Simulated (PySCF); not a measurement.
Input and output

Bi2O2Cl2 (singlet). PySCF 2.14.0, RKS CAM-B3LYP, Bi def2-SVP with ECP60, O def2-SVP, Cl def2-SVP; non-relativistic Hamiltonian with scalar-relativistic core potentials where named; density fitting; no spin-orbit coupling. Purpose: singlet excitations, Tamm-Dancoff CAM-B3LYP.

```python
mol = gto.M(atom='''
Bi    -0.00000    -0.70875     1.61456
Bi     0.00000    -0.70875    -1.61456
O      1.40080    -0.71253     0.00000
O     -1.40080    -0.71253    -0.00000
Cl    -0.00000     1.70489     2.27020
Cl     0.00000     1.70489    -2.27020''',
    basis={'Bi': 'def2-SVP', 'O': 'def2-SVP', 'Cl': 'def2-SVP'},
    ecp={'Bi': 'def2-SVP'},
    charge=0, spin=0)
mf = dft.RKS(mol, xc='CAMB3LYP')
mf.grids.atom_grid = (50, 194)
mf = mf.density_fit()  # fitting sets: Bi def2-universal-JKFIT, O def2-universal-JKFIT, Cl def2-universal-JKFIT
mf.conv_tol = 1e-08; mf.max_cycle = 55
mf.kernel(dm0)  # dm0: converged density of the relaxed state
td = mf.TDA(); td.nstates = 8; td.kernel()
```

Run from Python with OMP_NUM_THREADS=2; the lines above give its settings. Where DIIS fails, smearing, a level shift and second-order steps follow.
It took 96 s on 2 threads of Arm Neoverse V2, with other jobs on the host, from an already converged density.

Question: Where do the frontier levels lie, over both spins?

Answer: HOMO -9.08 eV, LUMO -1.71 eV. 

Question: What does the SCF print?

Answer: 
```
init E= -1499.70639474913
cycle= 1 E= -1499.7140922444  delta_E= -0.0077  |g|= 0.12  |ddm|= 0.375
cycle= 2 E= -1499.70847443134  delta_E= 0.00562  |g|= 0.208  |ddm|= 0.256
cycle= 3 E= -1499.71721207163  delta_E= -0.00874  |g|= 0.0207  |ddm|= 0.16
cycle= 4 E= -1499.71732650927  delta_E= -0.000114  |g|= 0.00542  |ddm|= 0.0298
...
cycle= 7 E= -1499.71734330641  delta_E= -9.51e-08  |g|= 6.94e-05  |ddm|= 0.00128
cycle= 8 E= -1499.71734330974  delta_E= -3.33e-09  |g|= 1.88e-05  |ddm|= 0.000206
Extra cycle  E= -1499.71734330981  delta_E= -7.59e-11  |g|= 2.76e-05  |ddm|= 5.1e-05
converged SCF energy = -1499.71734330981
```

Question: What are the Mulliken charges and spins?

Answer: 
```tsv
atom	charge (e)	spin (e)
Bi1	1.056	0.000
Bi2	1.056	0.000
O3	-0.712	0.000
O4	-0.712	0.000
Cl5	-0.344	0.000
Cl6	-0.344	0.000
```

Question: Which singlet excitations follow (Tamm-Dancoff, 8 states)?

Answer: 
```
state    eV  oscillator strength
    1  4.25               0.0000
    2  4.30               0.0026
    3  4.37               0.0027
    4  4.41               0.0079
    5  5.12               0.0117
    6  5.22               0.0088
    7  5.32               0.0469
    8  5.41               0.0000
```

The geometry was relaxed with PBE (Bi def2-SVP with ECP60, O def2-SVP, Cl def2-SVP).
